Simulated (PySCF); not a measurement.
# Variants of one PySCF input: NaAu

Base input, run as `OMP_NUM_THREADS=1 python input.py` with PySCF 2.14:

```python
from pyscf import gto, scf, mp

mol = gto.M(
    atom='Na 0 0 0; Au 0 0 2.8',
    basis='x2c-svpall',
    charge=0,
    spin=0,
    verbose=4,
)
mf = scf.UHF(mol)
mf = mf.sfx2c1e()
mf.kernel()
mp.MP2(mf, frozen=24).kernel()
mf.dip_moment()
print('orbital energies (hartree):', [e[max(0, n-3):n+3].round(4) for e, n in zip(mf.mo_energy, mol.nelec)])
```

Base result: E(SCF) = -19172.980777 Eh, 13 cycles, E(MP2) − E(SCF) = -0.38268 Eh, μz(SCF) = -7.06 D. The bond length is a typed value, not an optimised one. No search for the lowest solution was made, and open d or f shells often end in a higher one.

Hardware: Arm Neoverse N1, 1 thread, shared host. Wall time 11 s, peak memory 0.21 GiB.

Each row names what differs from the base; energies in brackets are changes from the base.

| change | result | wall time (s) |
| --- | --- | --- |
| SCF type: UHF → RHF | E(SCF) = -19172.980777 Eh (+0.0000 eV), 10 cycles, E(MP2) − E(SCF) = -0.38268 Eh, μz(SCF) = -7.06 D | 9.6 |
| basis set: x2c-svpall → def2-svp; core potential: off → on; spin-free X2C: on → off; frozen orbitals: 24 → 1 | E(SCF) = -296.611686 Eh, 15 cycles, E(MP2) − E(SCF) = -0.38111 Eh, μz(SCF) = -7.01 D | 1.8 |
| step after the SCF: mp2 → tda; number of roots: default → 3 | E(SCF) = -19172.980777 Eh (+0.0000 eV), 13 cycles, μz(SCF) = -7.06 D, first excitations without spin–orbit coupling 1.57, 2.70, 2.70 eV | 29 |
| functional: none (Hartree–Fock) → 0.5*hf+0.5*b88,lyp; SCF type: UHF → UKS; step after the SCF: mp2 → analyze | E(SCF) = -19178.971395 Eh, 10 cycles, μz(SCF) = -7.54 D | 19 |
| basis set: x2c-svpall → ano-rcc-vdzp | E(SCF) = -19173.981257 Eh (-27.2244 eV), 10 cycles, E(MP2) − E(SCF) = -0.63649 Eh, μz(SCF) = -6.86 D | 42 |
| geometry: bond 2.8 → bond 25 [unsound on purpose] | not converged: SCF after 50 cycles | 14 |
| frozen orbitals: 24 → 0 | E(SCF) = -19172.980777 Eh (+0.0000 eV), 13 cycles, E(MP2) − E(SCF) = -0.42324 Eh, μz(SCF) = -7.06 D | 12 |
| spin (2S): 0 → 4 [a high spin state] | E(SCF) = -19172.744826 Eh (+6.4206 eV), E(MP2) − E(SCF) = -0.29811 Eh, ⟨S²⟩ = 6.005, μz(SCF) = -2.56 D | 13 |
| convergence threshold: default → 0.001 [unsound on purpose] | E(SCF) = -19172.980739 Eh (+0.0010 eV), 3 cycles, E(MP2) − E(SCF) = -0.38301 Eh, μz(SCF) = -6.97 D | 10 |
